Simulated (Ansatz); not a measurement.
Species, as SMILES: [GeH] (GeH), doublet.
Atoms: Ge1, H2. Bonds: Ge1-H2.

Basis-set convergence of the optimised Ge1-H2 bond length at PBE with Ansatz (a first-principles code). All functions are spherical. The program fits the integrals of some runs and decomposes those of others, by size. Open shells are unrestricted. No added dispersion term, no relativity. Reference: the value in aug-cc-pV5Z, 1.6140 Å, itself unsure by roughly 0.0007 Å (its mean distance from pcseg-4, aug-pcseg-3, aug-cc-pVQZ). Deviations are taken from unrounded values.

| basis | functions | optimised Ge1-H2 bond length (Å) |
|---|---|---|
| cc-pVDZ | 32 | 1.6257 |
| aug-cc-pVDZ | 45 | 1.6236 |
| pcseg-1 | 32 | 1.6217 |
| aug-pcseg-1 | 45 | 1.6214 |
| def2-SVP | 37 | 1.6223 |
| def2-SVPD | 46 | 1.6199 |
| def2-TZVP | 54 | 1.6175 |
| def2-TZVPD | 63 | 1.6171 |
| cc-pVTZ | 57 | 1.6166 |
| aug-cc-pVTZ | 82 | 1.6162 |
| pcseg-2 | 57 | 1.6177 |
| aug-pcseg-2 | 82 | 1.6160 |
| def2-TZVPP | 62 | 1.6175 |
| def2-TZVPPD | 71 | 1.6170 |
| cc-pVQZ | 98 | 1.6139 |
| aug-cc-pVQZ | 139 | 1.6135 |
| pcseg-3 | 101 | 1.6151 |
| aug-pcseg-3 | 142 | 1.6149 |
| def2-QZVPP | 119 | 1.6145 |
| def2-QZVPPD | 128 | 1.6143 |
| cc-pV5Z | 159 | 1.6141 |
| aug-cc-pV5Z | 220 | 1.6140 |

What the diffuse functions change, pair by pair:
- cc-pVDZ to aug-cc-pVDZ: 13 more functions, deviation 0.0117 to 0.0096 Å
- pcseg-1 to aug-pcseg-1: 13 more functions, deviation 0.0078 to 0.0074 Å
- def2-SVP to def2-SVPD: 9 more functions, deviation 0.0084 to 0.0060 Å
- def2-TZVP to def2-TZVPD: 9 more functions, deviation 0.0035 to 0.0032 Å
- cc-pVTZ to aug-cc-pVTZ: 25 more functions, deviation 0.0026 to 0.0023 Å
- pcseg-2 to aug-pcseg-2: 25 more functions, deviation 0.0037 to 0.0021 Å
- def2-TZVPP to def2-TZVPPD: 9 more functions, deviation 0.0036 to 0.0030 Å
- cc-pVQZ to aug-cc-pVQZ: 41 more functions, deviation -0.0001 to -0.0005 Å
- pcseg-3 to aug-pcseg-3: 41 more functions, deviation 0.0011 to 0.0010 Å
- def2-QZVPP to def2-QZVPPD: 9 more functions, deviation 0.0005 to 0.0003 Å
- cc-pV5Z to aug-cc-pV5Z: 61 more functions, deviation 0.0001 to 0.0000 Å

Leaving out the reference's own pair, they bring the value nearer the reference by more than 0.0007 Å in 3 of 10 pairs.
